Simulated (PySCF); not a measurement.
**Ga (gallium, neutral) across methods**

[Ar] 3d10 4s1 4p1 5s1, high-spin 4P determinant (an excited configuration). Calculation: PySCF 2.14, in aug-cc-pVTZ-PP with ECP10MDF (6s5p4d2f, 55 functions); scalar relativity through the core potential.

```json
{"method": "wB97X-V", "E (hartree)": "-259.0859", "mean ε 4s α (eV)": "-17.316", "mean ε 4p α (eV)": "-9.509", "mean ε 5s α (eV)": "-3.021", "Σ⟨r²⟩ (bohr²)": "79.84", "⟨S²⟩": "3.751"}
{"method": "PBE0", "E (hartree)": "-259.0943", "mean ε 4s α (eV)": "-14.929", "mean ε 4p α (eV)": "-7.449", "mean ε 5s α (eV)": "-2.227", "Σ⟨r²⟩ (bohr²)": "79.10", "⟨S²⟩": "3.751"}
{"method": "UHF", "E (hartree)": "-258.03510", "mean ε 4s α (eV)": "-18.115", "mean ε 4p α (eV)": "-10.165", "mean ε 5s α (eV)": "-2.882", "Σ⟨r²⟩ (bohr²)": "81.90", "⟨S²⟩": "3.751"}
{"method": "r2SCAN", "E (hartree)": "-259.0182", "mean ε 4s α (eV)": "-14.179", "mean ε 4p α (eV)": "-6.841", "mean ε 5s α (eV)": "-1.891", "Σ⟨r²⟩ (bohr²)": "78.81", "⟨S²⟩": "3.752"}
{"method": "PBE", "E (hartree)": "-259.1298", "mean ε 4s α (eV)": "-13.675", "mean ε 4p α (eV)": "-6.419", "mean ε 5s α (eV)": "-1.915", "Σ⟨r²⟩ (bohr²)": "78.25", "⟨S²⟩": "3.751"}
{"method": "r2SCANh", "E (hartree)": "-259.0143", "mean ε 4s α (eV)": "-14.628", "mean ε 4p α (eV)": "-7.195", "mean ε 5s α (eV)": "-2.008", "Σ⟨r²⟩ (bohr²)": "78.84", "⟨S²⟩": "3.752"}
{"method": "M06-2X", "E (hartree)": "-259.2537", "mean ε 4s α (eV)": "-15.691", "mean ε 4p α (eV)": "-8.171", "mean ε 5s α (eV)": "-2.573", "Σ⟨r²⟩ (bohr²)": "77.40", "⟨S²⟩": "3.750"}
{"method": "LDA", "E (hartree)": "-258.6900", "mean ε 4s α (eV)": "-13.960", "mean ε 4p α (eV)": "-6.439", "mean ε 5s α (eV)": "-1.956", "Σ⟨r²⟩ (bohr²)": "76.94", "⟨S²⟩": "3.751"}
{"method": "BP86", "E (hartree)": "-259.2559", "mean ε 4s α (eV)": "-13.821", "mean ε 4p α (eV)": "-6.507", "mean ε 5s α (eV)": "-1.997", "Σ⟨r²⟩ (bohr²)": "77.61", "⟨S²⟩": "3.751"}
```

Energies and moments cover only the electrons outside the core potential. The outer electron is Rydberg-like, and this basis confines it to a smaller radius and binds it less than a complete one would.
